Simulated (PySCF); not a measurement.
A PySCF script (with the pyscf-properties extension) for the NMR shieldings of `COCC[C@H]([SiH3])C=O`, C5H12O2Si, on a GFN2-xTB geometry:

```python
import basis_set_exchange as bse
import numpy as np
from pyscf import gto, dft
from pyscf.prop import nmr

atoms = """
C     3.079170    0.563526    0.430175
O     1.768726    0.133498    0.680024
C     1.226038   -0.625327   -0.380072
C    -0.216380   -0.988820   -0.040488
C    -1.080773    0.263493    0.078430
Si   -2.814134   -0.146227    0.809356
C    -1.326776    0.914116   -1.225509
O    -1.248577    0.391460   -2.307918
H     3.123826    1.211117   -0.455053
H     3.397801    1.123958    1.307055
H     3.754475   -0.287364    0.274364
H     1.822464   -1.539582   -0.528476
H     1.257970   -0.045516   -1.314472
H    -0.607007   -1.629782   -0.831399
H    -0.220538   -1.540436    0.900602
H    -0.597393    0.975417    0.750607
H    -3.590922    1.089974    0.910839
H    -2.587846   -0.719532    2.135457
H    -3.490622   -1.105036   -0.061301
H    -1.654648    1.971740   -1.135257
"""
names = dict.fromkeys(["C", "O", "Si", "H"], "pcSseg-1")
basis = {el: gto.basis.parse(bse.get_basis(n, elements=[el], fmt="nwchem")) for el, n in names.items()}
mol = gto.M(atom=atoms, basis=basis, charge=0, verbose=0)
mf = dft.RKS(mol, xc="PBE0")
mf.grids.level = 2
mf.grids.alignment = dft.numint.BLKSIZE   # the property module wants whole blocks of grid points
mf.conv_tol = 1e-9
mf.kernel()

calc = nmr.RKS(mf)   # GIAO
C = mf.mo_coeff
Co = C[:, mf.mo_occ > 0]
resp = mf.gen_response(singlet=True, hermi=2)
def vind(x):   # induced exchange potential for any number of trial vectors
    d = np.einsum("pi,xij,qj->xpq", C, 2 * x.reshape(-1, C.shape[1], Co.shape[1]), Co, optimize=True)
    return np.einsum("xpq,pi,qj->xij", resp(d - d.transpose(0, 2, 1)), C, Co, optimize=True).ravel()
mo1, _ = nmr.rhf.solve_mo1(calc, with_cphf=vind)
sigma = calc.kernel(mo1)
for i, s in enumerate(sigma):   # ppm
    w = np.linalg.eigvalsh((s + s.T) / 2)
    print("%2d %-2s iso %8.1f  s11 %8.1f  s22 %8.1f  s33 %8.1f" % (i, mol.atom_pure_symbol(i), w.mean(), *w))
```

Task: What does it print?

Result: 
```
 0 C  iso    125.5  s11     94.3  s22     98.3  s33    184.1
 1 O  iso    313.1  s11    283.0  s22    311.4  s33    344.8
 2 C  iso    111.7  s11     83.3  s22     95.8  s33    155.9
 3 C  iso    157.9  s11    147.2  s22    149.5  s33    176.8
 4 C  iso    143.4  s11    101.4  s22    147.3  s33    181.6
 5 Si iso    417.1  s11    376.8  s22    414.0  s33    460.6
 6 C  iso    -19.2  s11   -122.2  s22    -31.4  s33     96.0
 7 O  iso   -331.2  s11   -946.7  s22   -431.5  s33    384.6
 8 H  iso     28.5  s11     24.5  s22     26.4  s33     34.6
 9 H  iso     27.8  s11     23.7  s22     25.3  s33     34.5
10 H  iso     28.4  s11     24.5  s22     25.7  s33     34.8
11 H  iso     28.3  s11     24.1  s22     28.1  s33     32.7
12 H  iso     28.5  s11     24.1  s22     29.4  s33     31.9
13 H  iso     29.3  s11     25.7  s22     27.8  s33     34.5
14 H  iso     30.2  s11     24.9  s22     30.3  s33     35.3
15 H  iso     28.6  s11     23.1  s22     30.4  s33     32.3
16 H  iso     27.5  s11     24.1  s22     25.5  s33     33.0
17 H  iso     27.9  s11     24.6  s22     26.2  s33     32.8
18 H  iso     28.2  s11     24.4  s22     26.7  s33     33.3
19 H  iso     21.7  s11     18.7  s22     20.3  s33     25.9
```

These numbers come from an equivalent density-fitted implementation of the same equations, which agrees with the script to about 0.01 ppm for H and up to a few tenths of a ppm for heavy atoms, so last digits may differ.

Task: Turn these shieldings into chemical shifts. References, each an isolated molecule treated in the same way: $^{13}$C (σ = 186.93 ppm), $^{29}$Si (σ = 349.16 ppm), $^{1}$H (σ = 31.72 ppm) against TMS; $^{17}$O (σ = 336.08 ppm) against H2O.

Result: Averaging equivalent atoms: C 6: 206.1; C 2: 75.3; C 0: 61.4; C 4: 43.5; C 3: 29.1; O 7: 667.3; O 1: 23.0; Si 5: -68.0; H 19: 10.06; H 16/17/18: 3.87; H 8/9/10: 3.49; H 11: 3.43; H 12: 3.25; H 15: 3.11; H 13: 2.37; H 14: 1.56 ppm. Unscaled 17O shifts of doubly bonded oxygen tend to come out too high, by tens of ppm or more. Experimental scales use liquid or dissolved standards, which lie at an offset from isolated H2O (liquid H2O: subtract about 36 ppm).

Size and cost of the density-fitted run: 203 basis functions, 36 s wall time on 1 thread of an Arm Neoverse V1, shared host; peak memory 0.91 GiB.
